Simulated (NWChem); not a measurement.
System: tetramethylsilane (C$_{4}$H$_{12}$Si); SMILES C[Si](C)(C)C

Excerpt of the output:

```
             Northwest Computational Chemistry Package (NWChem) 7.3.0
             --------------------------------------------------------

                             Geometry "geometry" -> ""
                             -------------------------

 Output coordinates in angstroms (scale by  1.889725989 to convert to a.u.)

  No.       Tag          Charge          X              Y              Z
 ---- ---------------- ---------- -------------- -------------- --------------
    1 C                    6.0000    -0.99889700    -1.06904200    -1.20689200
    2 Si                  14.0000    -0.00025700     0.00019000    -0.00015500
    3 C                    6.0000    -1.17967300     0.83901200     1.22536500
    4 C                    6.0000     1.22422800    -1.09363600     0.94920300
    5 C                    6.0000     0.95287300     1.32376400    -0.96782800
    6 H                    1.0000    -1.56435800    -1.84638300    -0.67817200
    7 H                    1.0000    -0.34601600    -1.57133600    -1.93136500
    8 H                    1.0000    -1.71870600    -0.46621000    -1.77429300
    9 H                    1.0000    -0.63424800     1.46766100     1.94005400
   10 H                    1.0000    -1.74765200     0.09938800     1.80312300
   11 H                    1.0000    -1.90407900     1.48030500     0.70818400
   12 H                    1.0000     0.70446000    -1.87269600     1.52056900
   13 H                    1.0000     1.92368900    -1.59504800     0.26889600
   14 H                    1.0000     1.81902100    -0.50564700     1.65907200
   15 H                    1.0000     1.64543900     0.87184300    -1.68868200
   16 H                    1.0000     0.27240700     1.97614800    -1.52893100
   17 H                    1.0000     1.54343600     1.96126500    -0.29831200

 Effective nuclear repulsion energy (a.u.)     244.0647513910

  xc_inp: hfexch multiplicative factor not found.
                              NWChem Property Module
                              ----------------------

  itol2e modified to match energy
  convergence criterion.

                                 NWChem DFT Module
                                 -----------------

 Summary of "ao basis" -> "ao basis" (spherical)
 ------------------------------------------------------------------------------
       Tag                 Description            Shells   Functions and Types
 ---------------- ------------------------------  ------  ---------------------
 C                           6-31g*                  6       14   3s2p1d
 Si                          6-31g*                  8       18   4s3p1d
 H                           6-31g*                  2        2   2s

  itol2e modified to match energy
  convergence criterion.

            General Information
            -------------------
          SCF calculation type: DFT
          Wavefunction type:  closed shell.
          No. of atoms     :    17
          No. of electrons :    50
           Alpha electrons :    25
            Beta electrons :    25
          Charge           :     0
          Spin multiplicity:     1
          Use of symmetry is: off; symmetry adaption is: off
          Maximum number of iterations: 150
          AO basis - number of functions:    98
                     number of shells:    56
          Convergence on energy requested:  1.00D-07
          Convergence on density requested:  1.00D-05
          Convergence on gradient requested:  5.00D-04

              XC Information
              --------------
                     Hartree-Fock (Exact) Exchange  1.000

      Superposition of Atomic Density Guess
      -------------------------------------

 Sum of atomic energies:        -445.43711458

      Non-variational initial energy
      ------------------------------

 Total energy =    -448.549701
 1-e energy   =   -1092.882760
 2-e energy   =     400.268308
 HOMO         =      -0.359876
 LUMO         =       0.098338

   convergence    iter        energy       DeltaE   RMS-Dens  Diis-err
 ---------------- ----- ----------------- --------- --------- ---------
 d= 0,ls=0.0,diis     1   -447.3467950253 -6.91D+02  4.54D-03  3.56D-01
 d= 0,ls=0.0,diis     2   -447.4047412908 -5.79D-02  1.69D-03  3.14D-02
 d= 0,ls=0.0,diis     3   -447.4100382370 -5.30D-03  6.03D-04  3.52D-03
 d= 0,ls=0.0,diis     4   -447.4106919603 -6.54D-04  9.93D-05  2.70D-05
 d= 0,ls=0.0,diis     5   -447.4106995849 -7.62D-06  1.21D-05  4.35D-07
 d= 0,ls=0.0,diis     6   -447.4106997111 -1.26D-07  2.31D-06  3.77D-08
 d= 0,ls=0.0,diis     7   -447.4106997197 -8.60D-09  6.10D-07  9.07D-10

         Total DFT energy =     -447.410699719653
      One electron energy =    -1098.628304977183
           Coulomb energy =      452.607444181450
    Exchange-Corr. energy =      -45.454590314909
 Nuclear repulsion energy =      244.064751390989

 Numeric. integr. density =        0.000000000000

                       DFT Final Molecular Orbital Analysis
                       ------------------------------------

 Vector   23  Occ=2.000000D+00  E=-4.200740D-01
              MO Center= -5.7D-01,  1.6D-01,  1.6D-01, r^2= 3.5D+00
   Bfn.  Coefficient  Atom+Function         Bfn.  Coefficient  Atom+Function
  ----- ------------  ---------------      ----- ------------  ---------------
    23      0.306150   2 Si pz               37     -0.248344   3 C  pz
     5     -0.197773   1 C  pz               35      0.192677   3 C  px
    41     -0.177311   3 C  pz               36     -0.149213   3 C  py
    38      0.144754   3 C  s                 4     -0.141572   1 C  py
    39      0.141722   3 C  px                9     -0.139581   1 C  pz

 Vector   24  Occ=2.000000D+00  E=-4.200525D-01
              MO Center= -1.8D-02,  2.6D-02, -4.7D-01, r^2= 3.7D+00
   Bfn.  Coefficient  Atom+Function         Bfn.  Coefficient  Atom+Function
  ----- ------------  ---------------      ----- ------------  ---------------
    21      0.298271   2 Si px               64     -0.197204   5 C  py
     3     -0.192282   1 C  px               63     -0.182220   5 C  px
     4     -0.170122   1 C  py                5     -0.158734   1 C  pz
    22      0.153070   2 Si py               68     -0.143156   5 C  py
     7     -0.135690   1 C  px               49     -0.134060   4 C  px

[...]

          -----------------------------------------
          Chemical Shielding Tensors (GIAO, in ppm)
          -----------------------------------------

                                NWChem CPHF Module
                                ------------------

  scftype          =     RHF
  nclosed          =       25
  nopen            =        0
  variables        =     1825
  # of vectors     =        3
  tolerance        = 0.10D-03
  level shift      = 0.00D+00
  max iterations   =       50
  max subspace     =       30

 SCF residual:    7.6233418549464212E-006

Iterative solution of linear equations
  No. of variables     1825
  No. of equations        3
  Maximum subspace       30
        Iterations       50
       Convergence  1.0D-04

   iter   nsub   residual    time
   ----  ------  --------  ---------
     1      3    8.28D-01     113.5
     2      6    8.27D-02     118.2
     3      9    7.47D-03     123.9
     4     12    9.23D-04     128.2
     5     15    1.06D-04     133.2
     6     18    1.92D-05     137.2

      Atom:    1  C
        Diamagnetic
    252.0430      3.1007      3.4993
      3.1007    252.4688      3.7467
      3.4993      3.7467    253.3779

        Paramagnetic
    -52.0361     -1.6826     -1.9045
     -1.6826    -52.2580     -2.0346
     -1.9045     -2.0346    -52.7598

        Total Shielding Tensor
    200.0070      1.4182      1.5948
      1.4182    200.2108      1.7121
      1.5948      1.7121    200.6181

           isotropic =     200.2786
          anisotropy =       4.7695

          Principal Components and Axis System
                 1           2           3
              203.4583    198.6906    198.6869

      1         0.5259      0.2740      0.8052
      2         0.5649      0.5952     -0.5716
      3         0.6358     -0.7554     -0.1582

      Atom:    2  Si
        Diamagnetic
    879.5294      0.0007     -0.0003
      0.0007    879.5300     -0.0017
     -0.0003     -0.0017    879.5284

        Paramagnetic
   -429.4230      0.0081     -0.0107
      0.0081   -429.3798      0.0057
     -0.0107      0.0057   -429.4372

        Total Shielding Tensor
    450.1065      0.0088     -0.0110
      0.0088    450.1502      0.0040
     -0.0110      0.0040    450.0912

           isotropic =     450.1160
          anisotropy =       0.0540

          Principal Components and Axis System
                 1           2           3
              450.1520    450.1114    450.0845

      1         0.1818      0.8571      0.4820
      2         0.9828     -0.1423     -0.1176
      3         0.0321     -0.4951      0.8682

      Atom:    3  H
        Diamagnetic
     29.9157      7.6819     -1.8606
      7.6819     33.8912     -2.8519
     -1.8606     -2.8519     27.7641

        Paramagnetic
      2.3024     -2.6581      0.6208
     -2.6581      0.9339      0.9600
      0.6208      0.9600      3.0437

        Total Shielding Tensor
     32.2181      5.0238     -1.2398
      5.0238     34.8251     -1.8919
     -1.2398     -1.8919     30.8078

           isotropic =      32.6170
          anisotropy =      10.0396

          Principal Components and Axis System
                 1           2           3
               39.3101     30.2252     28.3158

      1         0.5882      0.2277      0.7760
      2         0.7670      0.1472     -0.6245
      3        -0.2564      0.9625     -0.0881
```

Level: Hartree-Fock/6-31G* (spherical d), GIAO. The geometry was optimised at B3LYP/6-31G* (spherical d). Not confirmed as a minimum by frequencies. The output numbers the shielded atoms by their place in the input's list. The printed shielding anisotropy is the first printed principal value minus the mean of the other two.

Q: Reconstruct the input file.

A: Several could match; the one computed here: the input that was run:
```
start job
memory heap 200 mb stack 700 mb global 900 mb
geometry units angstroms noautosym nocenter noautoz
  C     -0.998897    -1.069042    -1.206892
  Si    -0.000257     0.000190    -0.000155
  C     -1.179673     0.839012     1.225365
  C      1.224228    -1.093636     0.949203
  C      0.952873     1.323764    -0.967828
  H     -1.564358    -1.846383    -0.678172
  H     -0.346016    -1.571336    -1.931365
  H     -1.718706    -0.466210    -1.774293
  H     -0.634248     1.467661     1.940054
  H     -1.747652     0.099388     1.803123
  H     -1.904079     1.480305     0.708184
  H      0.704460    -1.872696     1.520569
  H      1.923689    -1.595048     0.268896
  H      1.819021    -0.505647     1.659072
  H      1.645439     0.871843    -1.688682
  H      0.272407     1.976148    -1.528931
  H      1.543436     1.961265    -0.298312
end
basis spherical
  * library 6-31g*
end
dft
  xc hfexch
  iterations 150
end
property
  shielding 3 1 2 6
end
task dft property
```
